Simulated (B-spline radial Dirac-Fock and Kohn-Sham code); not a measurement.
**Form factor and incoherent scattering function of Zn¹⁸⁺**

System: zinc as Zn¹⁸⁺ in the configuration [Ne] 3s2.

Input file task.json (cfg lists n, l and occupation; rrms is the nuclear radius in fm):

```json
{"items": [{
  "Z": 30,
  "q": 18,
  "cfg": [[1, 0, 2], [2, 0, 2], [2, 1, 6], [3, 0, 2]],
  "A": 64,
  "rrms": 3.9283,
  "do": ["scatter"],
  "s": [0.0, 0.07, 0.08, 0.1, 0.12, 0.15, 0.18, 0.22, 0.27, 0.32, 0.39, 0.48, 0.58, 0.7, 0.85, 1.04, 1.26, 1.53, 1.85, 2.25, 2.73, 3.31, 4.01],
  "pz": [0, 0.1, 0.14, 0.19, 0.26, 0.36, 0.49, 0.68, 0.93, 1.3, 1.8, 2.4, 3.3, 4.6, 6.3, 8.6, 12.0, 16.0, 22.0, 31.0, 43.0],
  "hv_scatter": [1000, 2000, 5000, 8047.8, 20000, 30000, 50000, 100000]
}]}
```

Run with: `python xray_run.py task.json out`

These are calculated numbers from a radial finite-basis atomic code; the model is configuration-average Dirac-Fock orbitals. f₀ is the Fourier transform of the spherical electron density, S the Waller-Hartree incoherent function, and s = sin θ/λ. The electron scattering factor follows from the Mott-Bethe formula f_e = 0.023934 Å⁻¹·(Z − f₀)/s².

```
s (Å⁻¹)      f₀       S  f_e (Å)
      0  12.000   0.000        –
   0.07  11.960   0.068   88.118
   0.08  11.947   0.088   67.512
    0.1  11.918   0.137   43.278
   0.12  11.882   0.195   30.114
   0.15  11.817   0.300   19.342
   0.18  11.739   0.424   13.490
   0.22  11.614   0.615    9.092
   0.27  11.430   0.885    6.097
   0.32  11.218   1.180    4.390
   0.39  10.882   1.611    3.008
   0.48  10.402   2.158    2.036
   0.58   9.835   2.720    1.435
    0.7   9.147   3.313    1.019
   0.85   8.327   3.960    0.718
   1.04   7.396   4.721    0.500
   1.26   6.466   5.579    0.355
   1.53   5.472   6.565    0.251
   1.85   4.437   7.575    0.179
   2.25   3.362   8.579    0.126
   2.73   2.437   9.430    0.089
   3.31   1.781  10.078    0.062
   4.01   1.396  10.562    0.043
```

f₀ starts at the number of electrons, 12, and has fallen to half at s ≈ 1.39 Å⁻¹. The sum of ⟨r²⟩ over the electrons is 1.124 bohr². For an ion f_e diverges as s goes to zero, because of the net charge.
